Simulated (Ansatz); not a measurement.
Gas-phase reaction in SMILES: C1CCCSCC1 → [CH]1CCCCCS1 + H atom (the C-H bond at the site shown breaks; other sites are not compared here)
Each molecule is optimised on its own at B3LYP-D3(BJ)/def2-TZVP (Ansatz, a quantum-chemistry and plane-wave program), one conformer each, not searched for the lowest. Frequencies are from Ansatz.

Property: bond dissociation energy (enthalpy at 298 K, with B3LYP-D3(BJ) rigid-rotor harmonic-oscillator terms), in eV. Cores are frozen in the correlated levels unless marked. Open shells are spin-unrestricted. Spin-orbit coupling is left out. Non-relativistic. CBS(X,Y): correlation extrapolated as X^-3; Hartree-Fock from the larger set. [CCSD(T)-MP2]/basis is that difference in the basis named.

RI-MP2/CBS(cc-pV(T+d)Z,cc-pV(Q+d)Z)+[CCSD(T)-MP2]/cc-pV(T+d)Z (Ansatz) gives 4.01 eV.

Problem. Another calculation gave 3.84 eV. Which level was it?
A) r2SCAN0/def2-TZVPD (Ansatz)
B) revPBE/def2-TZVPD (Ansatz)
C) SVWN5/def2-TZVPD (Ansatz)
D) B2GP-PLYP/def2-TZVPD (Ansatz)

Solution. D, B2GP-PLYP/def2-TZVPD (Ansatz). The others give 4.12 (SVWN5), 3.60 (revPBE), 3.72 (r2SCAN0) eV.
